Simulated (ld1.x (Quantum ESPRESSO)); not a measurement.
**Rb: PAW pseudisation with LDA (PZ), scalar-relativistic reference atom.**

```json
{"Element": "Rb", "Generator": "ld1.x (Quantum ESPRESSO) 7.5", "Type": "PAW", "Functional": "LDA (PZ)", "Relativity": "scalar-relativistic", "Frozen core": "[Ar] 3d10", "Valence charge": "9", "Reference configuration": "4s2 4p6 5s1 5p0", "Partial waves": "4s (bound): rcut 1.90, rcutus 2.25 bohr; 5s (bound): rcut 1.90, rcutus 2.25 bohr; 4p (bound): rcut 2.70, rcutus 3.00 bohr; 5p (bound, empty): rcut 2.70, rcutus 3.00 bohr; 4d channel at 0.25 Ry: rcut 2.45, rcutus 2.70 bohr; 4d channel at 2.6 Ry: rcut 2.45, rcutus 2.70 bohr", "Local potential": "all-electron potential smoothed inside 2.60 bohr (lloc = -1)", "Core correction": "a·sin(br)/r model core, default radius (core density twice the valence density)", "Augmentation charge": "BESSEL, radius 1.75 bohr"}
```

Poles of the logarithmic derivatives, all-electron (AE) and pseudo (PS). s: poles at -2.3, 2.1 (AE) and -2.3, 0.4, 2.0 (PS) Ry. p: poles at -1.0, 3.0 (AE) and -1.1, 1.5 (PS) Ry. d: poles at 0.8, 4.7 (AE) and 0.8, 4.6 (PS) Ry. Test radius 3.26 bohr.

- Configuration tests: test run stopped at test 4 of 7 (negative rho)
- Lowest eigenvalue of the overlap operator: -0.60 (s channel); it is negative, so in a basis up to 400 Ry S is not positive definite and the file is unfit for use

The ghost test of this file was not conclusive. Its overlap operator is not positive definite in a basis up to 400 Ry (lowest eigenvalue s -0.60), so the file is unfit for use: the generalised eigenproblem breaks down once the basis is large enough, and its test numbers describe a broken file.
